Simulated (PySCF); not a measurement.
NMR data sheet: C6H8OSi

```
Formula                               : C6H8OSi
SMILES                                : [SiH3]Oc1ccccc1
InChI                                 : InChI=1S/C6H8OSi/c8-7-6-4-2-1-3-5-6/h1-5H,8H3
Point group of the computed structure : Cs
Degrees of unsaturation               : 4
Carbon signals                        : 4
Proton signals                        : 4
```

Atom-mapped SMILES (the numbers label the heavy atoms): `[SiH3:1][O:2][c:3]1[cH:4][cH:5][cH:6][cH:7][cH:8]1` (H(Xn): hydrogen on atom n).

Computational details: PBE0/pcSseg-1 with gauge-including orbitals, structure optimised with GFN2-xTB, in PySCF 2.14.0 with density-fitted response routines (rapidly exchanging positions averaged, in vacuum, no relativistic terms, one conformer).

Shifts are taken against calculated references (same method and geometry level): ¹H (σ = 31.72 ppm), ¹³C (σ = 186.93 ppm), ²⁹Si (σ = 349.16 ppm) vs TMS; ¹⁷O (σ = 336.08 ppm) against H2O.

| carbon | δC, type | δH (multiplicity) | HMBC from (2–3 bonds) | span of the C tensor (ppm) |
| --- | --- | --- | --- | --- |
| C3 | 162.3, C | – | H(C5)/H(C7), H(C4)/H(C8), H(Si1) | 188 |
| C4/C8 | 122.1, CH | 7.07 (d) | H(C5)/H(C7), H(C6), H(C4)/H(C8) | 191 |
| C5/C7 | 135.1, CH | 7.60 (m) | H(C5)/H(C7), H(C6), H(C4)/H(C8) | 234 |
| C6 | 126.3, CH | 7.24 (t) | H(C5)/H(C7), H(C4)/H(C8) | 227 |

Other nuclei:
```
 atoms  nucleus                        environment  δ (ppm)  σ (ppm)
H(Si1)       ¹H  hydrogen on a silicon bonded to O     5.15    26.57
   Si1     ²⁹Si           silicon bonded to O, 3 H    -44.5    393.7
    O2      ¹⁷O             oxygen bonded to C, Si     92.6    243.5
```

Carbon types of the structure: 1 × C, 5 × CH, leaving 3 H on heteroatoms. δC 162.3: aromatic carbon bearing oxygen; the electronegative substituent deshields the carbon that carries it. δC 135.1, 126.3, 122.1: aromatic CH. δH 7.60, 7.24, 7.07: hydrogen on an aromatic CH; ring-current deshielding. δH 5.15: hydrogen on a silicon bonded to O.

Shifts are as computed. Against solution values, carbons near 30 ppm lie about +3 ppm off and those near 130 ppm about +5 ppm. Of 1211 compounds with measured shifts, 218 miss one by over three times the rms of a fit or turn the order of signals round; such compounds aren't used in these exercises. Experimental scales use liquid or dissolved standards, which lie at an offset from isolated H2O (liquid H2O: subtract about 36 ppm). Multiplicities follow the n + 1 count of equivalent neighbours, as no J values were calculated; m marks all less simple cases, F and P coupling included.
